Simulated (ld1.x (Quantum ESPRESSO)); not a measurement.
## Re (Z = 75): one change to a TM semilocal potential, before and after

* Element: rhenium
* Generator: ld1.x (Quantum ESPRESSO) 7.5
* Type: norm-conserving Troullier–Martins (semilocal form)
* Functional: PBEsol
* Relativity: scalar-relativistic
* Frozen core: [Xe] 4f14
* Valence charge: 7
* Reference configuration: 5d5.5 6s1.5 6p0
* Partial waves: 6p (bound, empty): rc 3.65 bohr; 5d (bound): rc 2.15 bohr; 6s (bound): rc 2.45 bohr
* Local potential: the s channel
* Core correction: none

Change: wave 5d (bound): rc 2.15 bohr becomes 5d (bound): rc 1.36 bohr.

Cutoffs: the cutoffs (Ry, on a coarse ladder) from which the occupation-weighted sum of valence levels, in a spherical-Bessel basis at the reference potential, stays within 10 and 1 mRy of its value at 400 Ry; they do not see the model core or the augmentation charge, which bear on the density cutoff. Errors are all-electron minus pseudo energies relative to the spin-unpolarised reference configuration.

How do hardness, ghosts and transferability respond?

The potential gets harder (35 Ry and 40 Ry → 35 Ry and 50 Ry); of the 7 tests that both files solve, the error grows in 1 and shrinks in 0 by more than 15 % and 0.3 meV (median size 5.0 → 5.5 meV); neither file shows a bound ghost. A smaller radius makes the pseudo-wave follow the all-electron one further in, where it bends more sharply, so more plane waves are needed. A semilocal file is local in each channel, so a ghost entry of none says nothing of the separable form that plane-wave codes build from it.

```tsv
quantity	base	changed
cutoff, loose	35 Ry	35 Ry
cutoff, tight	40 Ry	50 Ry
bound ghosts	none	none
error for 5d5 6s2 6p0, meV [ΔE -0.39 eV]	-4.2	-4.1
error for 5d5 6s1 6p0, meV [ΔE 8.91 eV]	-1.5	-1.3
error for 5d5 6s0 6p0, meV [ΔE 25.25 eV]	+5.0	+5.5
error for 5d6 6s1 6p0, meV [ΔE 0.56 eV]	-7.6	-7.8
error for 5d5 6s0 6p2, meV [ΔE 9.58 eV]	-7.4	-7.1
error for 5d4 6s0 6p0, meV [ΔE 52.41 eV]	+0.4	+1.7
error for 5d4 6s2 6p0, meV [ΔE 9.62 eV]	-38	-37
s: phases at 3.96 bohr within 0.05 rad from the reference energy up to (Ry; the scan ends near 5)	1.0	1.0
p: phases at 3.96 bohr within 0.05 rad from the reference energy up to (Ry; the scan ends near 5)	1.5	1.5
d: phases at 3.96 bohr within 0.05 rad from the reference energy up to (Ry; the scan ends near 5)	3.8	3.8
```
